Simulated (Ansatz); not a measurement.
Breaking the Ga1–H2 bond in GaH3O2 (SMILES [OH][GaH][OH]) (multiplicity 1 held, fragments rigid). Energies count from the point at 1.547 Å.
Geometry at that point (charge 0, multiplicity 1):
```xyz
6

Ga    -0.2440    -0.1775    -0.1512
H     -1.3542    -1.0163    -0.8271
O      0.0204     1.5378    -0.5766
H      0.7423     1.9403    -0.0819
O      0.9023    -0.7560     1.1056
H      0.7953    -1.6758     1.3651
```

Restricted levels (R-, RO-) in cc, def2 and unpolarised 6-31G sets keep to the state of the molecule at rest. U- levels take the lowest unrestricted solution at each point, which mixes spins at long bonds. Curves can end on different states.

Programs: Ansatz (an electronic-structure program) with Gaussian orbitals. Values without a source in brackets are computed.

Q: What energy at R = 4.950 Å does U-PBE/cc-pVTZ give?

A: 334 kJ/mol

Q: Estimate the energy at R = 4.950 Å that R-HF/cc-pVTZ returns for this input.

A: 675 kJ/mol

Q: Predict the energy at R = 4.950 Å from U-r2SCAN/cc-pVTZ.

A: 341 kJ/mol

Doubts at one or more of the structures used: a restricted determinant that unrestricted orbitals would lower (R-HF/cc-pVTZ); a spin-contaminated determinant (U-PBE/cc-pVTZ, U-r2SCAN/cc-pVTZ).
